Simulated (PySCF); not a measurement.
# SMILES B1(C=S)NBN(C)BN1, C2H8B3N3S

Geometry (Å), atoms numbered from 1 in this order:
```xyz
17

C    -2.888   -0.554   -0.272
N    -1.463   -0.359   -0.064
B    -0.913    0.958   -0.155
N     0.488    1.137    0.056
B     1.354    0.045    0.355
C     2.906    0.252    0.588
S     3.928   -0.956    0.948
N     0.774   -1.246    0.437
B    -0.617   -1.477    0.234
H    -3.139   -1.622   -0.205
H    -3.204   -0.192   -1.263
H    -3.484   -0.018    0.483
H    -1.624    1.904   -0.407
H     0.867    2.073   -0.012
H     3.322    1.273    0.505
H     1.400   -2.017    0.651
H    -1.081   -2.591    0.310
```

Theory: TDDFT CAM-B3LYP/aug-cc-pVDZ excited states, vertical, gas phase (PySCF). Geometry: PBE0-D3(BJ)/def2-SVP.

**Question.** Give the one- and two-photon strengths of the lowest singlets.

**Answer.** δ for parallel linear polarisation; σ at the peak of a Lorentzian of half width 0.1 eV, single beam; Ω is circular over linear.
```csv
state,E (eV),f,photon λ (nm),δ (au),σ (GM),Ω,main
S1,1.91,0.000,1298,0.44,0.00,1.50,HOMO→LUMO 0.98
S2,4.80,0.194,517,1320,11.13,0.59,"HOMO−1→LUMO 0.82, HOMO−2→LUMO 0.13"
S3,5.17,0.096,480,628,6.14,0.62,"HOMO−2→LUMO 0.82, HOMO−1→LUMO 0.11"
S4,5.71,0.033,434,229,2.74,1.44,"HOMO→LUMO+1 0.56, HOMO→LUMO+3 0.23"
S5,5.78,0.001,429,0.32,0.00,1.44,"HOMO−5→LUMO 0.58, HOMO−8→LUMO 0.23"
S6,6.01,0.117,413,1140,15.14,0.71,HOMO−3→LUMO 0.88
```

Among these, the strongest one-photon state is S2, the strongest two-photon state S6, with a dipole change of 3.5 D (relaxed, norm of the difference vector).
